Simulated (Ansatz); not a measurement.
A nudged elastic band was laid between two geometries of FH3Si + H4OSi (11 atoms, charge 0, multiplicity 1).

Level of theory: RHF/6-31G* in Ansatz.

* movable images: 5
* climbing image: yes
* spring: 5.0 eV/Å²
* optimiser: quadratic models (default)
* start path: through a guess of the saddle point
* force threshold: 0.05 eV/Å
* iteration limit: 60
* end points: relaxed

Image 0:

```xyz
11
Properties=species:S:1:pos:R:3
Si 0.990 0.324 -0.040
F 0.137 -0.233 1.205
H 2.394 0.400 0.389
H 0.488 1.657 -0.391
H 0.848 -0.615 -1.158
O -2.511 -0.315 0.116
Si -3.937 -1.124 0.250
H -3.731 -2.588 0.281
H -4.663 -0.747 1.481
H -4.746 -0.769 -0.925
H -1.851 -0.421 0.789
```

Image 6:

```xyz
11
Properties=species:S:1:pos:R:3
Si -0.142 -0.123 -0.520
F -0.902 0.803 2.667
H 0.959 -0.757 0.215
H 0.080 1.325 -0.623
H -0.246 -0.709 -1.869
O -1.562 -0.397 0.293
Si -3.042 -1.084 0.019
H -2.879 -2.507 -0.321
H -3.826 -0.947 1.254
H -3.719 -0.393 -1.090
H -1.303 0.357 1.972
```

Q: What changes between the two ends?

A: Bonds broken: Si1–F2, O6–H11. Bonds formed: Si1–O6, F2–H11. FH3Si + H4OSi becomes FH + H6OSi2.

Q: What energy profile does the band end with?

A: The run converged. The highest image is number 3 of 0 to 6, 1.84 eV above the first end and 1.45 eV above the last; the last end lies 0.39 eV above the first. Neighbouring images differ by up to 1.7 eV, so the band resolves the path poorly. A vibrational analysis at the climbing image gives one clearly imaginary mode, 1074i cm⁻¹, and a faint second one (21i cm⁻¹) that may be numerical noise or a soft torsion: probably a first-order saddle point. The orbitals stay closed-shell, which can raise the energy where a bond breaks towards radicals; this wasn't checked here.

```csv
image,path coordinate (Å),energy (eV),Si1–F2 (Å),O6–H11 (Å),Si1–O6 (Å)
0,0.00,0.00,1.61,0.95,3.56
1,1.90,0.02,1.61,0.95,3.19
2,3.80,0.17,1.61,0.95,2.89
3,5.70,1.84,1.96,1.10,1.82
4,8.02,0.40,3.75,1.85,1.65
5,10.35,0.40,3.87,1.85,1.65
6,12.67,0.39,3.40,1.86,1.66
```

Q: What is the geometry of the highest image?

A: 
```xyz
11
Properties=species:S:1:pos:R:3
Si -0.081 -0.040 -0.184
F 0.123 -0.504 1.707
H 0.459 1.282 0.148
H -0.707 0.206 -1.519
H 0.841 -1.141 -0.479
O -1.681 -0.469 0.565
Si -3.289 -0.734 0.148
H -3.458 -2.139 -0.244
H -4.090 -0.435 1.340
H -3.622 0.164 -0.960
H -1.078 -0.623 1.475
```

The run took 3.2 min on 1 thread of Arm Neoverse V2 (shared host), peak memory 0.15 GiB.
